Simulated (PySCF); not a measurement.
Species: BH6OPSn.
Structure used (PBE0-D3(BJ)/def2-SVP), in Å, numbered top down from 1:
```xyz
10
BH6OPSn angstrom
P      2.151    0.591   -0.667
B      1.063   -1.012   -0.828
O     -0.243   -1.088   -0.553
Sn    -1.470    0.329    0.206
H      3.277   -0.044   -0.069
H      1.618    1.106    0.556
H      1.608   -1.992   -1.305
H     -1.037    0.509    1.848
H     -3.006   -0.371   -0.020
H     -1.208    1.737   -0.724
```

The calculation used PySCF, PBE0-D3(BJ)/def2-SVP geometry optimisation, gas phase, def2 core potentials past Kr.

(1) Which atoms are bound to Sn4, and at what distances?

(2) List the angles at Sn4.

(3) What is the shape at Sn4?

(4) What are the other bond lengths?

(5) Give some angles away from the centre.

(6) What are the rotational constants (commonest isotopes, rigid rotor)?

Results:

(1) 4 atoms: H9 1.703 Å, H8 1.707 Å, H10 1.708 Å, O3 2.022 Å. The nearest atom not counted as bound is B2, at 3.05 Å.

(2) 
```tsv
angle	degrees	distance of the outer atoms (Å)
H9–Sn4–H10	113.9	2.86
H8–Sn4–H9	113.5	2.85
H8–Sn4–H10	113.5	2.86
O3–Sn4–H8	106.3	2.99
O3–Sn4–H10	106.3	2.99
O3–Sn4–H9	102.1	2.90
```

(3) Distorted tetrahedral: angles from 102.1° to 113.9°; τ4 = (360° − α − β)/141° = 0.94 with α and β the two widest (0 for a square, 1 for a tetrahedron).

(4) P1–B2 1.945 Å; B2–O3 1.337 Å; P1–H5, P1–H6 1.427 Å; B2–H7 1.218 Å.

(5) P1–B2–O3 125.2°, B2–O3–Sn4 129.1°.

(6) A = 7467, B = 1202, C = 1060 MHz: a near-prolate asymmetric top.

Charge 0, singlet. PBE0-D3(BJ)/def2-SVP frequencies: not computed here.

Hardware: an Arm Neoverse V2 with one thread, shared host with 96 logical CPUs at a one-minute load of 30. Cost: 67 s wall, 0.43 GiB resident at most. This is the geometry optimisation.

One conformer stands for the species.
